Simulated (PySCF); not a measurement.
A GIAO shielding run with PySCF 2.14 (density fitting, non-relativistic, gas phase) on cyclohexanecarbonitrile (C1(C#N)CCCCC1, C7H11N):

```
{"job": {"kind": "nmr", "xc": "PBE0", "basis": "pcSseg-1"}, "charge": 0, "multiplicity": 1}
N      2.315181     0.540302    -1.951903
C      1.859906     0.406335    -0.911470
C      1.284677     0.237610     0.402504
C      0.204192     1.302344     0.644343
C     -0.974494     1.098890    -0.303011
C     -1.557949    -0.301384    -0.138950
C     -0.489408    -1.357206    -0.406150
C      0.693445    -1.173427     0.539925
H      2.096439     0.366767     1.130216
H     -0.137043     1.221073     1.679392
H      0.630610     2.298396     0.504530
H     -1.741289     1.849005    -0.099326
H     -0.635848     1.233862    -1.333037
H     -1.939368    -0.419492     0.878683
H     -2.393894    -0.436927    -0.827232
H     -0.141243    -1.270017    -1.437983
H     -0.910721    -2.356145    -0.276654
H      1.463144    -1.918622     0.326156
H      0.363861    -1.312111     1.572505
```

Hardware: 1 thread of an Arm Neoverse V1, shared host. The job also computes population analyses, field gradients.

Q: How large is the calculation?

A: 60 electrons, 191 basis functions and 979 auxiliary functions.

Q: How long does it take?

A: 30 s of wall time, with 14 SCF cycles and 5 response iterations. Times on a shared host scatter by some tens of per cent.
